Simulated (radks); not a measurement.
Os XXVIII, configuration [Kr] 4d10 5s2 5p1 (not the ground configuration). Calculated with a radial shooting solver on a logarithmic mesh with Libxc functionals: scalar-relativistic Kohn-Sham, SCAN, spin-polarised, spherical densities, finite nucleus; open shells are filled with parallel spins first (spin-orbit coupling, left out, can overturn this in heavy ions); meta-GGA in the generalised Kohn-Sham scheme; Fermi nuclear charge, rms radius 5.4126 fm.

Normalised radial functions P(r) = r R(r), r in bohr:

| r | 4d down |
|---|---|
| 0.001115 | 0.0000 |
| 0.00165 | 0.0001 |
| 0.002442 | 0.0003 |
| 0.003613 | 0.0008 |
| 0.005348 | 0.0022 |
| 0.007914 | 0.0063 |
| 0.01171 | 0.0177 |
| 0.01733 | 0.0476 |
| 0.02545 | 0.1186 |
| 0.03766 | 0.2760 |
| 0.05574 | 0.5592 |
| 0.08249 | 0.9167 |
| 0.1221 | 1.0422 |
| 0.1807 | 0.4338 |
| 0.2674 | -0.8891 |
| 0.3957 | -1.7275 |
| 0.5856 | -1.1822 |
| 0.8667 | -0.3097 |
| 1.272 | -0.0247 |
| 1.883 | -0.0003 |

4d down: eigenvalue -1138.6 eV, 1 radial node at r = 0.208 bohr, <r> = 0.433 bohr, 90 % of the charge inside 0.634 bohr.

Empty levels of this run are not shown, since the potential may be unsettled where no density lies.
